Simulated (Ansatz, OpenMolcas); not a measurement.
SnS (SMILES [S][Sn]): methods side by side

SnS: 2 atoms, total charge 0, spin state singlet. SMILES: `[S][Sn]`. The bond length is the measured one.

```tsv
atom	x (Å)	y (Å)	z (Å)
S	0.0000	0.0000	0.0000
Sn	0.0000	0.0000	2.2090
```

Quantity: the vertical energy of the triplet above the singlet, in eV. The values are calculated.

```json
{"level": "PBE/def2-TZVP (core potential)", "kind": "GGA", "program": "Ansatz", "value (eV)": "2.86", "less CCSD(T)/def2-TZVP": "+0.06"}
{"level": "revPBE/def2-TZVP (core potential)", "kind": "GGA", "program": "OpenMolcas", "value (eV)": "2.83", "less CCSD(T)/def2-TZVP": "+0.03"}
{"level": "M06-L/def2-TZVP (core potential)", "kind": "meta-GGA", "program": "OpenMolcas", "value (eV)": "3.10", "less CCSD(T)/def2-TZVP": "+0.30"}
{"level": "PBE0/def2-TZVP (core potential)", "kind": "global hybrid", "program": "Ansatz", "value (eV)": "2.64", "less CCSD(T)/def2-TZVP": "-0.16"}
{"level": "HSE06/def2-TZVP (core potential)", "kind": "range-separated hybrid", "program": "Ansatz", "value (eV)": "2.64", "less CCSD(T)/def2-TZVP": "-0.16"}
{"level": "PBE-QIDH/def2-TZVP (core potential)", "kind": "double hybrid", "program": "Ansatz", "value (eV)": "2.67", "less CCSD(T)/def2-TZVP": "-0.13"}
{"level": "RPA@PBE/def2-TZVP (core potential)", "kind": "RPA", "program": "Ansatz", "value (eV)": "2.71", "less CCSD(T)/def2-TZVP": "-0.09"}
{"level": "MP2/def2-TZVP (core potential)", "kind": "perturbation theory", "program": "Ansatz", "value (eV)": "2.98", "less CCSD(T)/def2-TZVP": "+0.18"}
{"level": "CCSD(T)/def2-TZVP (core potential)", "kind": "coupled cluster or CI", "program": "Ansatz", "value (eV)": "2.80", "less CCSD(T)/def2-TZVP": "0.00"}
```

CCSD(T)/def2-TZVP (core potential) is the highest level here, not the true value. Spin-orbit coupling, which can split open shells on such heavy atoms by tenths of an eV, is left out. The values span 2.64 to 3.10 eV. In the correlated wave-function rows the outer d shell of Sn is correlated, in sets not made for it.
